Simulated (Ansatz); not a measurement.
Born–Oppenheimer molecular dynamics of AlF$_{2}$H$_{5}$Si (9 atoms, charge 0, multiplicity 1). It starts at the highest image of a converged band. Of that band: Neighbouring images differ by up to 1.2 eV, so the band resolves the path poorly. A vibrational analysis at the climbing image gives one clearly imaginary mode, 1216i cm⁻¹: a first-order saddle point.

Method: RKS PBE/6-31G* (Ansatz).

| Quantity | Value |
| --- | --- |
| ensemble | NVE (velocity Verlet) |
| time step | 0.5 fs |
| steps asked | 200 |
| starting velocities drawn for | 300 K |
| seed | 3259 |

First frame:

```xyz
9
Properties=species:S:1:pos:R:3
Al -0.082 -0.194 0.036
H 0.242 0.427 1.628
F 1.188 0.092 -1.001
F -1.664 0.074 -0.406
Si 0.151 -2.606 1.012
H -0.224 -3.235 -0.307
H 1.529 -3.067 1.379
H -0.840 -3.063 2.040
H 0.240 -0.723 1.581
```

How far do the bonds stretch over the last three quarters of this one trajectory? (Pairs bonded in most of those frames.)


```
  bond  mean (Å)  spread (Å)  shortest  longest
Al1–H2     1.608       0.064      1.50     1.70
Al1–F3     1.678       0.034      1.61     1.72
Al1–F4     1.685       0.033      1.63     1.74
Si5–H6     1.495       0.021      1.46     1.53
Si5–H7     1.501       0.019      1.47     1.53
Si5–H8     1.498       0.027      1.45     1.54
Si5–H9     1.543       0.125      1.35     1.73
```

Mean temperature of the second half: 1222 K. The conserved energy stayed within 0.25 meV per atom of its start (net change -0.14 meV per atom), so the integration is sound. The kinetic energy rose, since the run started high on the potential surface and went downhill. It ends in pieces (AlF2H + H4Si), so much of that is their flight and rotation, not heat. A run of 0.1 ps of so small a system gives no equilibrium averages. The orbitals stay closed-shell, which can raise the energy where a bond breaks towards radicals; this wasn't checked here.

The run took 8.6 min on 1 thread of Arm Neoverse V2, with other jobs on the host, peak memory 0.14 GiB.
